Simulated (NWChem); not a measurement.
The numbers come from NWChem runs, not from measurements. System: C3H3N2, charge 0, spin multiplicity 2, at a geometry optimised with UPBE0/def2-SVP. The structure started from a generated list of species. Its SCF solution wasn't tested for a lower state. Level: ULDA (SVWN5)/def2-TZVP.

Input file:

```
start mol
memory heap 200 mb stack 900 mb global 1100 mb
geometry units angstroms nocenter noautoz
  C     -0.617162     1.036470     0.000000
  C     -1.162956    -0.221122     0.000000
  N     -0.053732    -1.042217     0.000000
  C      1.046354    -0.247518     0.000000
  N      0.708038     1.026813     0.000000
  H     -2.180685    -0.599369     0.000000
  H     -0.058177    -2.054902     0.000000
  H      2.061299    -0.644884     0.000000
  symmetry group Cs
end
basis spherical
  * library def2-tzvp
end
dft
  xc slater vwn_5
  odft
  mult 2
  semidirect memsize 60000000 filesize 0
  iterations 100
end
task dft energy
```

Part of the output:

```
             Northwest Computational Chemistry Package (NWChem) 7.3.0
             --------------------------------------------------------

                                NWChem Input Module
                                -------------------

 Scaling coordinates for geometry "geometry" by  1.889725989
 (inverse scale =  0.529177249)

 Turning off AUTOSYM since
 SYMMETRY directive was detected!

                             Geometry "geometry" -> ""
                             -------------------------

 Output coordinates in angstroms (scale by  1.889725989 to convert to a.u.)

  No.       Tag          Charge          X              Y              Z
 ---- ---------------- ---------- -------------- -------------- --------------
    1 C                    6.0000    -0.61716200     1.03647000     0.00000000
    2 C                    6.0000    -1.16295600    -0.22112200     0.00000000
    3 N                    7.0000    -0.05373200    -1.04221700     0.00000000
    4 C                    6.0000     1.04635400    -0.24751800     0.00000000
    5 N                    7.0000     0.70803800     1.02681300     0.00000000
    6 H                    1.0000    -2.18068500    -0.59936900     0.00000000
    7 H                    1.0000    -0.05817700    -2.05490200     0.00000000
    8 H                    1.0000     2.06129900    -0.64488400     0.00000000

 Effective nuclear repulsion energy (a.u.)     155.4760662660

            Nuclear Dipole moment (a.u.)
            ----------------------------
        X                 Y               Z
 ---------------- ---------------- ----------------
    -0.0000094486    -0.0000056692     0.0000000000

      Symmetry information
      --------------------

 Group name             Cs
 Group number              2
 Group order               2
 No. of unique centers     8

      Symmetry unique atoms

     1    2    3    4    5    6    7    8


 Summary of "ao basis" -> "" (spherical)
 ------------------------------------------------------------------------------
       Tag                 Description            Shells   Functions and Types
 ---------------- ------------------------------  ------  ---------------------
 *                         def2-tzvp                  on all atoms

                                 NWChem DFT Module
                                 -----------------

 Summary of "ao basis" -> "ao basis" (spherical)
 ------------------------------------------------------------------------------
       Tag                 Description            Shells   Functions and Types
 ---------------- ------------------------------  ------  ---------------------
 C                         def2-tzvp                11       31   5s3p2d1f
 N                         def2-tzvp                11       31   5s3p2d1f
 H                         def2-tzvp                 4        6   3s1p

 Summary of "ao basis" -> "ao basis" (spherical)
 ------------------------------------------------------------------------------
       Tag                 Description            Shells   Functions and Types
 ---------------- ------------------------------  ------  ---------------------
 C                         def2-tzvp                11       31   5s3p2d1f
 N                         def2-tzvp                11       31   5s3p2d1f
 H                         def2-tzvp                 4        6   3s1p

      Symmetry analysis of basis
      --------------------------

        a'        120
        a"         53

            General Information
            -------------------
          SCF calculation type: DFT
          Wavefunction type:  spin polarized.
          No. of atoms     :     8
          No. of electrons :    35
           Alpha electrons :    18
            Beta electrons :    17
          Charge           :     0
          Spin multiplicity:     2
          Use of symmetry is: on ; symmetry adaption is: on
          Maximum number of iterations: 100
          AO basis - number of functions:   173
                     number of shells:    67
          Convergence on energy requested:  1.00D-06
          Convergence on density requested:  1.00D-05
          Convergence on gradient requested:  5.00D-04

              XC Information
              --------------
                        Slater Exchange Functional  1.000 local
                      VWN V Correlation Functional  1.000 local

             Grid Information
             ----------------
          Grid used for XC integration:  medium
          Radial quadrature: Mura-Knowles
          Angular quadrature: Lebedev.
          Tag              B.-S. Rad. Rad. Pts. Rad. Cut. Ang. Pts.
          ---              ---------- --------- --------- ---------
          C                   0.70       49          10.0       434
          N                   0.65       49          10.0       434
          H                   0.35       45          11.0       434
          Grid pruning is: on
          Number of quadrature shells:   380
          Spatial weights used:  Erf1

          Convergence Information
          -----------------------
          Convergence aids based upon iterative change in
          total energy or number of iterations.
          Levelshifting, if invoked, occurs when the
          HOMO/LUMO gap drops below (HL_TOL):  1.00D-02
          DIIS, if invoked, will attempt to extrapolate
          using up to (NFOCK): 10 stored Fock matrices.

                    Damping( 0%)  Levelshifting(0.5)       DIIS
                  --------------- ------------------- ---------------
          dE  on:    start            ASAP                start
[...]
   129     -0.369787  5 N  s                 44     -0.265828  2 C  py

 Vector   21  Occ=0.000000D+00  E= 1.015212D-02  Symmetry=a"
              MO Center= -3.1D-01,  5.9D-01,  5.9D-14, r^2= 2.7D+00
   Bfn.  Coefficient  Atom+Function         Bfn.  Coefficient  Atom+Function
  ----- ------------  ---------------      ----- ------------  ---------------
    14      0.613236  1 C  pz                45     -0.511535  2 C  pz
   138     -0.476633  5 N  pz                 8      0.340152  1 C  pz
    11      0.317986  1 C  pz               132     -0.292031  5 N  pz
   107      0.274275  4 C  pz               135     -0.227072  5 N  pz
    39     -0.221813  2 C  pz                42     -0.193631  2 C  pz

                     DFT Final Beta Molecular Orbital Analysis
                     -----------------------------------------

 Vector   15  Occ=1.000000D+00  E=-2.760220D-01  Symmetry=a"
              MO Center=  2.1D-01,  1.7D-01,  5.2D-15, r^2= 2.1D+00
   Bfn.  Coefficient  Atom+Function         Bfn.  Coefficient  Atom+Function
  ----- ------------  ---------------      ----- ------------  ---------------
   132     -0.308750  5 N  pz                70      0.287885  3 N  pz
   135     -0.253156  5 N  pz                73      0.242757  3 N  pz
    76      0.210638  3 N  pz               138     -0.163356  5 N  pz
     8     -0.149983  1 C  pz                11     -0.119256  1 C  pz
    39      0.091069  2 C  pz                14     -0.075372  1 C  pz

 Vector   16  Occ=1.000000D+00  E=-2.633583D-01  Symmetry=a'
              MO Center=  5.7D-01,  9.7D-01, -5.1D-15, r^2= 1.8D+00
   Bfn.  Coefficient  Atom+Function         Bfn.  Coefficient  Atom+Function
  ----- ------------  ---------------      ----- ------------  ---------------
   130      0.276413  5 N  px               131      0.251628  5 N  py
   128      0.229928  5 N  s                133      0.201735  5 N  px
   134      0.187615  5 N  py                 6     -0.185502  1 C  px
   136      0.156681  5 N  px               137      0.153941  5 N  py
     9     -0.140212  1 C  px                67      0.134357  3 N  s

 Vector   17  Occ=1.000000D+00  E=-2.156715D-01  Symmetry=a"
              MO Center= -3.3D-01,  7.0D-02,  2.4D-15, r^2= 2.4D+00
   Bfn.  Coefficient  Atom+Function         Bfn.  Coefficient  Atom+Function
  ----- ------------  ---------------      ----- ------------  ---------------
    39      0.289038  2 C  pz               101     -0.255328  4 C  pz
    42      0.249842  2 C  pz                 8      0.229374  1 C  pz
   104     -0.217506  4 C  pz                45      0.207096  2 C  pz
    11      0.195067  1 C  pz               107     -0.177975  4 C  pz
    14      0.105380  1 C  pz                70     -0.088693  3 N  pz

 Vector   18  Occ=0.000000D+00  E=-1.436976D-01  Symmetry=a'
              MO Center= -5.6D-01,  1.2D+00, -1.5D-15, r^2= 1.8D+00
   Bfn.  Coefficient  Atom+Function         Bfn.  Coefficient  Atom+Function
  ----- ------------  ---------------      ----- ------------  ---------------
     5      0.324333  1 C  s                  7      0.317132  1 C  py
     4      0.251928  1 C  s                 10      0.229097  1 C  py
   129     -0.224538  5 N  s                 35     -0.213541  2 C  s
    13      0.206802  1 C  py                98      0.194978  4 C  s
    12     -0.166156  1 C  px                97      0.152972  4 C  s

 Vector   19  Occ=0.000000D+00  E=-3.237342D-02  Symmetry=a"
              MO Center=  2.8D-01, -2.2D-01,  8.8D-16, r^2= 2.7D+00
   Bfn.  Coefficient  Atom+Function         Bfn.  Coefficient  Atom+Function
  ----- ------------  ---------------      ----- ------------  ---------------
   107     -0.499458  4 C  pz                76      0.454791  3 N  pz
    45     -0.369085  2 C  pz               104     -0.314307  4 C  pz
   101     -0.310746  4 C  pz                70      0.274554  3 N  pz
   138      0.267865  5 N  pz                73      0.221069  3 N  pz
    39     -0.216163  2 C  pz                42     -0.210755  2 C  pz

 Vector   20  Occ=0.000000D+00  E=-2.094142D-03  Symmetry=a'
              MO Center= -1.2D-01, -2.2D+00, -7.7D-16, r^2= 3.7D+00
   Bfn.  Coefficient  Atom+Function         Bfn.  Coefficient  Atom+Function
  ----- ------------  ---------------      ----- ------------  ---------------
   164      1.746940  7 H  s                 67     -1.549456  3 N  s
    75      0.603754  3 N  py               170      0.556394  8 H  s
     5      0.523030  1 C  s                 36     -0.487913  2 C  s
   158      0.461906  6 H  s                105     -0.437747  4 C  px
   129     -0.408425  5 N  s                 44     -0.269729  2 C  py

   alpha - beta orbital overlaps
   -----------------------------

   alpha      1      2      3      4      5      6      7      8      9     10
    beta      1      2      3      5      4      6      7      8      9     10
 overlap   1.000  1.000  1.000  0.870  0.870  1.000  1.000  0.999  0.997  0.985

   alpha     11     12     13     14     15     16     17     18     19     20
    beta     11     13     12     14     16     15     17     18     19     20
 overlap   0.985  0.994  0.999  0.995  0.977  0.997  0.996  0.973  0.999  0.999

   alpha     21     22     23     24     25     26     27     28     29     30
    beta     21     22     23     24     25     26     28     27     29     30
 overlap   0.997  0.999  0.999  0.998  0.988  0.980  0.991  0.999  0.967  0.998

   alpha     31     32     33     34     35     36     37     38     39     40
    beta     31     32     33     34     35     36     37     38     39     40
 overlap   0.998  0.985  0.996  0.990  0.998  0.994  0.997  0.998  0.999  0.997

   alpha     41     42     43     44     45     46     47     48     49     50
    beta     42     41     43     44     45     46     47     48     49     50
 overlap   0.970  1.000  0.903  0.890  0.990  0.999  0.984  0.995  0.998  0.998

   alpha     51     52     53     54     55     56     57     58     59     60
    beta     51     52     53     54     55     56     57     58     59     60
 overlap   1.000  0.987  1.000  0.987  0.996  0.995  0.996  0.994  0.997  0.995

   alpha     61     62     63     64     65     66     67     68     69     70
    beta     61     63     62     64     65     66     67     68     69     70
 overlap   0.995  0.989  0.999  0.990  0.985  1.000  0.978  0.968  0.965  0.967

   alpha     71     72     73     74     75     76     77     78     79     80
    beta     71     72     73     74     75     76     77     78     79     80
 overlap   0.945  0.968  0.964  0.998  0.995  0.992  0.994  0.998  0.999  0.999

   alpha     81     82     83     84     85     86     87     88     89     90
    beta     81     82     83     84     85     86     87     88     89     91
 overlap   1.000  0.999  0.999  0.999  0.999  0.999  1.000  0.999  0.998  0.998

   alpha     91     92     93     94     95     96     97     98     99    100
    beta     90     92     93     94     95     96     97     98     99    100
 overlap   1.000  1.000  0.999  0.999  1.000  0.999  0.999  0.998  0.997  0.999

   alpha    101    102    103    104    105    106    107    108    109    110
    beta    101    102    103    104    105    106    107    108    109    110
 overlap   0.999  1.000  0.999  0.987  0.979  0.999  0.991  0.999  0.997  0.997

   alpha    111    112    113    114    115    116    117    118    119    120
    beta    111    112    113    114    116    115    117    118    119    120
 overlap   0.994  0.980  0.993  0.980  0.986  0.999  0.993  0.992  0.998  0.980

   alpha    121    122    123    124    125    126    127    128    129    130
    beta    122    121    123    124    125    126    127    128    130    129
 overlap   0.981  0.993  0.992  0.990  0.983  0.985  0.986  0.994  0.987  0.999

   alpha    131    132    133    134    135    136    137    138    139    140
    beta    131    132    133    134    135    136    137    138    139    140
 overlap   0.996  0.985  0.976  0.994  0.993  0.996  0.998  0.997  1.000  0.997

   alpha    141    142    143    144    145    146    147    148    149    150
    beta    141    142    143    144    145    146    147    148    149    150
 overlap   1.000  1.000  0.996  0.996  1.000  1.000  0.999  1.000  1.000  1.000

   alpha    151    152    153    154    155    156    157    158    159    160
    beta    151    152    153    154    156    155    157    158    159    160
 overlap   0.999  1.000  1.000  1.000  0.992  1.000  0.992  0.999  1.000  0.998

   alpha    161    162    163    164    165    166    167    168    169    170
    beta    161    162    163    164    165    166    167    168    169    170
 overlap   0.998  1.000  1.000  1.000  0.999  1.000  0.998  0.998  1.000  1.000

   alpha    171    172    173
    beta    171    172    173
 overlap   1.000  0.997  0.997

     --------------------------
     Expectation value of S2:
     --------------------------
      <S2> =      0.7547 (Exact =     0.7500)

 center of mass
 --------------
 x =   0.00502311 y =   0.09228180 z =   0.00000000

 moments of inertia (a.u.)
 ------------------
         175.212816224058         -11.984480144623           0.000000000000
         -11.984480144623         178.827121600888           0.000000000000
           0.000000000000           0.000000000000         354.039937824946

     Multipole analysis of the density
     ---------------------------------

     L   x y z        total         alpha         beta         nuclear
     -   - - -        -----         -----         ----         -------
     0   0 0 0     -0.000000    -18.000000    -17.000000     35.000000

     1   1 0 0     -0.120563      0.478763     -0.599316     -0.000009
     1   0 1 0     -1.704079     -2.114392      0.410319     -0.000006
     1   0 0 1     -0.000000     -0.000000     -0.000000      0.000000

     2   2 0 0    -19.648615    -64.180899    -60.837087    105.369372
     2   1 1 0     -0.705652     -1.762329     -5.119152      6.175828
     2   1 0 1      0.000000      0.000000      0.000000      0.000000
     2   0 2 0    -20.245728    -62.441907    -54.537705     96.733884
     2   0 1 1      0.000000      0.000000      0.000000      0.000000
     2   0 0 2    -23.254012    -11.966768    -11.287244      0.000000

 Task  times  cpu:       20.2s     wall:       20.2s

 Total times  cpu:       20.3s     wall:       20.3s
```
